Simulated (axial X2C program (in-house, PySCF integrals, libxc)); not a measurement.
**Outer orbitals of TaBr⁺ at 2.303 Å, HF**

Calculated with an in-house relativistic program for diatomic molecules. Spin-free means the one-electron spin-free X2C Hamiltonian; two-component (2c) means X2C with spin–orbit coupling and atomic mean-field two-electron Coulomb and Gaunt terms, so the difference of the two also holds small scalar two-electron terms. Basis: Ta dyall-v3z [13s14p9d7f2g], Br dyall-v3z [8s9p6d1f] (cores contracted in-house); Gaussian nuclei, density fitting, unrestricted open shells. Masses: Ta 180.948 u, Br 78.918 u.

The distance is close to the 2c PBE0 minimum; the highest filled and lowest empty levels are listed.

Spin-free orbitals, state M_S = 3/2, Λ = 0 (beyond evenly filled blocks: σα, δ+α, δ-α) (Löwdin shares):

```
symmetry  occupied  ε (eV)              atomic character
      σβ       yes  -33.45    70% Br s, 9% Ta d, 9% Ta p
      σα       yes  -33.04   70% Br s, 10% Ta d, 9% Ta p
      σα       yes  -18.69   67% Br p, 22% Ta d, 4% Br s
      σβ       yes  -18.57   75% Br p, 11% Ta d, 6% Ta s
     π-β       yes  -17.20   77% Br p, 11% Ta d, 6% Ta f
     π+β       yes  -17.20   77% Br p, 11% Ta d, 6% Ta f
     π-α       yes  -17.00   72% Br p, 15% Ta d, 5% Ta f
     π+α       yes  -17.00   72% Br p, 15% Ta d, 5% Ta f
     δ-α       yes  -15.65                     100% Ta d
     δ+α       yes  -15.65                     100% Ta d
      σα       yes  -15.24   53% Ta s, 39% Ta d, 7% Br p
      σα        no   -5.53  44% Ta p, 24% Ta s, 22% Ta d
      σβ        no   -5.52   66% Ta s, 30% Ta p, 2% Br p
     π+α        no   -4.94   62% Ta d, 31% Ta p, 3% Br p
     π-α        no   -4.94   62% Ta d, 31% Ta p, 3% Br p
```

Spinors with spin–orbit coupling (state Ω = 3/2):

```json
{"ω": "-1/2", "occupied": "yes", "ε (eV)": "-33.44", "atomic character": "70% Br s, 9% Ta d, 9% Ta p", "λ mixture": "100% σ"}
{"ω": "1/2", "occupied": "yes", "ε (eV)": "-33.02", "atomic character": "69% Br s, 10% Ta d, 9% Ta p", "λ mixture": "100% σ"}
{"ω": "1/2", "occupied": "yes", "ε (eV)": "-18.70", "atomic character": "68% Br p, 21% Ta d, 3% Br s", "λ mixture": "98% σ, 2% π"}
{"ω": "-1/2", "occupied": "yes", "ε (eV)": "-18.59", "atomic character": "76% Br p, 11% Ta d, 6% Ta s", "λ mixture": "98% σ, 2% π"}
{"ω": "1/2", "occupied": "yes", "ε (eV)": "-17.39", "atomic character": "75% Br p, 12% Ta d, 6% Ta f", "λ mixture": "98% π, 2% σ"}
{"ω": "-1/2", "occupied": "yes", "ε (eV)": "-17.15", "atomic character": "72% Br p, 15% Ta d, 5% Ta f", "λ mixture": "98% π, 2% σ"}
{"ω": "-3/2", "occupied": "yes", "ε (eV)": "-17.07", "atomic character": "72% Br p, 17% Ta d, 5% Ta f", "λ mixture": "95% π, 5% δ"}
{"ω": "3/2", "occupied": "yes", "ε (eV)": "-16.80", "atomic character": "71% Br p, 16% Ta d, 5% Ta f", "λ mixture": "100% π"}
{"ω": "-3/2", "occupied": "yes", "ε (eV)": "-15.88", "atomic character": "94% Ta d, 5% Br p", "λ mixture": "93% δ, 7% π"}
{"ω": "5/2", "occupied": "yes", "ε (eV)": "-15.36", "atomic character": "100% Ta d", "λ mixture": "100% δ"}
{"ω": "1/2", "occupied": "yes", "ε (eV)": "-15.24", "atomic character": "52% Ta s, 38% Ta d, 9% Br p", "λ mixture": "98% σ, 2% π"}
{"ω": "-1/2", "occupied": "no", "ε (eV)": "-5.60", "atomic character": "58% Ta s, 34% Ta p, 5% Ta d", "λ mixture": "90% σ, 10% π"}
{"ω": "1/2", "occupied": "no", "ε (eV)": "-5.53", "atomic character": "44% Ta p, 24% Ta s, 22% Ta d", "λ mixture": "98% σ, 2% π"}
{"ω": "-1/2", "occupied": "no", "ε (eV)": "-4.96", "atomic character": "56% Ta d, 30% Ta p, 8% Ta s", "λ mixture": "89% π, 11% σ"}
{"ω": "3/2", "occupied": "no", "ε (eV)": "-4.81", "atomic character": "63% Ta d, 30% Ta p, 4% Br p", "λ mixture": "100% π"}
```

How does the gap between the highest filled and lowest empty level change from the spin-free to the 2c table?

From 9.71 to 9.64 eV at HF, a change of -0.07 eV.

Mulliken charges and populations of the two-component result (they depend on the basis, above all on diffuse functions):

Ta 0.91 e (s 10.72 p 24.16 d 23.12 f 14.07 g 0.02), Br 0.09 e (s 7.92 p 16.94 d 10.04). ⟨Lz⟩ = 0.03 ħ and ⟨Sz⟩ = 1.47 ħ (1.56 and -0.09 on the two atoms), which add up to Ω.

The state is a single determinant with fixed occupations, the lowest that a limited PBE0 search found. Other states lie close and PBE0, whose exact exchange favours high spin, may order them wrongly; the determinant shown need not be the ground state. The nearest other spin-free determinant of the search, M_S = 3/2, Λ = 3, lies 0.48 eV up at the distance of the search. With several unpaired electrons one determinant need not be a pure state. This is the top spin component of a Σ state; components of lower Ω are not single determinants and can lie lower. Under one Hamiltonian the search converged a single determinant, so lower ones may well exist.
